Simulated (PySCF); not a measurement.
Species: C5H11NO.
Z-matrix (Å and degrees, GFN2-xTB geometry), rows numbered from 1:
```
C 
C   1  1.5234
C   2  1.5298  1  111.86
N   3  1.4441  2  112.10  1    63.54
C   4  1.3538  3  123.16  2  -115.17
C   5  1.5168  4  113.35  3   177.12
O   5  1.2113  4  123.03  3    -3.60
H   1  1.0874  2  110.62  3   179.49
H   1  1.0876  2  110.68  3   -60.30
H   1  1.0871  2  110.30  3    59.23
H   2  1.0911  1  109.74  3  -120.29
H   2  1.0934  1  109.77  3   121.51
H   3  1.0963  2  109.85  1  -174.69
H   3  1.0922  2  110.28  1   -54.57
H   4  1.0076  3  117.19  2    59.01
H   6  1.0857  5  109.18  4   179.17
H   6  1.0880  5  110.21  4   -60.85
H   6  1.0879  5  110.13  4    59.22
```

The geometry is computed with GFN2-xTB (gas phase).

Masses are those of the commonest isotopes; rigid-rotor values at the optimised geometry. The values belong to one conformer with, in the numbering `[CH3:1][CH2:2][CH2:3][NH:4][C:5]([CH3:6])=[O:7]`, C1–C2–C3–N4 64°, C2–C3–N4–C5 -115°, C3–N4–C5–C6 177°.

Question: What are A, B and C (GHz)?

Answer: Ia = 108.32, Ib = 342.56, Ic = 347.94 u·Å²; 505379 MHz·u·Å²/I gives 4666, 1475 and 1453 MHz, that is A = 4.6658, B = 1.4753, C = 1.4525 GHz.

Question: What kind of rotor is it?

Answer: A near-prolate asymmetric top: κ = (2 × 1475 − 4666 − 1453)/(4666 − 1453) = -0.99.

Question: Is it planar, by Δ = Ic − Ia − Ib?

Answer: Not planar: Δ = Ic − Ia − Ib = -102.94 u·Å². For a rigid frame Δ = −2 Σ m c², so Σ m c² = 51.47 u·Å² lies off the ab plane: 13.46 from hydrogen and 38.01 from heavier atoms. The atom farthest from that plane is 1.92 Å away.

Question: Give the other two planar moments, Paa and Pbb, and the rms extents of the mass along the axes.

Answer: Paa = Σ m a² = (Ib + Ic − Ia)/2 = 291.09 and Pbb = Σ m b² = (Ia + Ic − Ib)/2 = 56.85 u·Å². With the mass M = 101.08 u, the rms extents √(P/M) along a, b and c are 1.70, 0.75, 0.71 Å.

Question: Give the coordinates in the principal-axis frame, origin at the centre of mass.

Answer: The sense of each axis is arbitrary; atoms in the order of the calculation.
```json
{"atom": "C1", "mass (u)": "12.000", "a (Å)": "-2.087", "b (Å)": "1.104", "c (Å)": "0.554"}
{"atom": "C2", "mass (u)": "12.000", "a (Å)": "-2.198", "b (Å)": "-0.353", "c (Å)": "0.123"}
{"atom": "C3", "mass (u)": "12.000", "a (Å)": "-0.963", "b (Å)": "-0.814", "c (Å)": "-0.652"}
{"atom": "N4", "mass (u)": "14.003", "a (Å)": "0.232", "b (Å)": "-0.778", "c (Å)": "0.158"}
{"atom": "C5", "mass (u)": "12.000", "a (Å)": "1.276", "b (Å)": "0.044", "c (Å)": "-0.098"}
{"atom": "C6", "mass (u)": "12.000", "a (Å)": "2.384", "b (Å)": "-0.052", "c (Å)": "0.933"}
{"atom": "O7", "mass (u)": "15.995", "a (Å)": "1.320", "b (Å)": "0.773", "c (Å)": "-1.065"}
{"atom": "H8", "mass (u)": "1.008", "a (Å)": "-2.978", "b (Å)": "1.413", "c (Å)": "1.094"}
{"atom": "H9", "mass (u)": "1.008", "a (Å)": "-1.225", "b (Å)": "1.248", "c (Å)": "1.201"}
{"atom": "H10", "mass (u)": "1.008", "a (Å)": "-1.967", "b (Å)": "1.746", "c (Å)": "-0.316"}
{"atom": "H11", "mass (u)": "1.008", "a (Å)": "-3.073", "b (Å)": "-0.483", "c (Å)": "-0.516"}
{"atom": "H12", "mass (u)": "1.008", "a (Å)": "-2.332", "b (Å)": "-0.989", "c (Å)": "1.002"}
{"atom": "H13", "mass (u)": "1.008", "a (Å)": "-1.117", "b (Å)": "-1.833", "c (Å)": "-1.026"}
{"atom": "H14", "mass (u)": "1.008", "a (Å)": "-0.777", "b (Å)": "-0.150", "c (Å)": "-1.499"}
{"atom": "H15", "mass (u)": "1.008", "a (Å)": "0.236", "b (Å)": "-1.336", "c (Å)": "0.998"}
{"atom": "H16", "mass (u)": "1.008", "a (Å)": "3.189", "b (Å)": "0.622", "c (Å)": "0.655"}
{"atom": "H17", "mass (u)": "1.008", "a (Å)": "2.009", "b (Å)": "0.225", "c (Å)": "1.915"}
{"atom": "H18", "mass (u)": "1.008", "a (Å)": "2.767", "b (Å)": "-1.069", "c (Å)": "0.977"}
```

Question: Estimate the classical rotational partition function at 25 K, 50 K and 100 K.

Answer: Point group C1, symmetry number σ = 1; q = (√π/σ)·√((kT/h)³/(ABC)), k/h = 20836.6 MHz/K: 6660 at 25 K, 18800 at 50 K, 53300 at 100 K.

Whether it is a minimum is left open (no frequencies). Zero-point vibration and centrifugal distortion are left out.
